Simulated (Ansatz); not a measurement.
Consider the cleavage of the Si–Sb bond: `[SiH3][SbH][Cl]` + `[SH][AlH][SH]` → `[SiH3][S][AlH][SH]` + `[Cl][SbH2]`.

Computed with Ansatz on PBE0-D4/def2-TZVP structures; ΔE is electronic, products minus reactants. CCSD(T)/CBS is the MP2 limit (def2-TZVPP, def2-QZVPP) plus CCSD(T) − MP2 in def2-TZVPP, frozen cores. This one scheme is used for every species. Functionals use def2-TZVPP. Elements past krypton have def2 core potentials. For Sb outer-core shells are correlated without core-valence functions, which leaves a few kJ/mol of doubt a bond. One conformer a species, not always the lowest.

```csv
species,r2SCANh energy (Eh)
`[SiH3][SbH][Cl]`,-992.42321
`[SH][AlH][SH]`,-1040.64974
`[SiH3][S][AlH][SH]`,-1331.34722
`[Cl][SbH2]`,-701.73592
```

Problem. Work out ΔE.

Solution. ΔE = (-1331.34722) + (-701.73592) − (-992.42321) − (-1040.64974) = -0.01019 Eh = -6.4 kcal/mol. CCSD(T)/CBS gives -6.1 kcal/mol.

Largest T1 diagnostic among the species: 0.013.

The D4 term adds −1.0 kcal/mol with B3LYP and −0.5 kcal/mol with PBE0; it sums over pairs of atoms, weighted by their polarisabilities, and B3LYP, whose exchange is more repulsive, gets the larger term. From BLYP to BHLYP (50 % exact exchange), in def2-TZVPP and without D4, ΔE moves by −2.0 kcal/mol.

B3LYP here is the variant with VWN-RPA as its local correlation; programs differ in this.
